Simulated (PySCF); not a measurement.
C2H2F3, SMILES FC[C](F)F, multiplicity 2. Geometry: PBE-D3(BJ)/def2-SVP. The isomer is the one that the SMILES or the coordinates give; other isomers of the formula were not compared. One conformer was computed; it need not be the lowest.

All values below come from PBE-D3(BJ)/def2-SVP (PySCF 2.14.0).

Harmonic wavenumbers (cm⁻¹): 102, 192, 356, 515, 671, 830, 943, 970, 1188, 1295, 1302, 1378, 1402, 2985, 3048. Rotational constants (GHz): 7.918, 3.915, 3.146; symmetry number 1.

Problem. Work out the zero-point energy and the ideal-gas rigid-rotor harmonic-oscillator thermochemistry at 298.15 K and 1 atm.

Solution. ZPE = ½ Σ hcν = ½ × 17177 cm⁻¹ = 102.74 kJ/mol. H − E(el) = 118.46 kJ/mol. Entropy in J/(mol K): translation 163.86, rotation 107.12, vibration 34.60, spin 5.76, total 311.35. G − E(el) = 25.63 kJ/mol. Cp = 73.65 J/(mol K). Modes under 150 cm⁻¹ make the vibrational entropy uncertain.
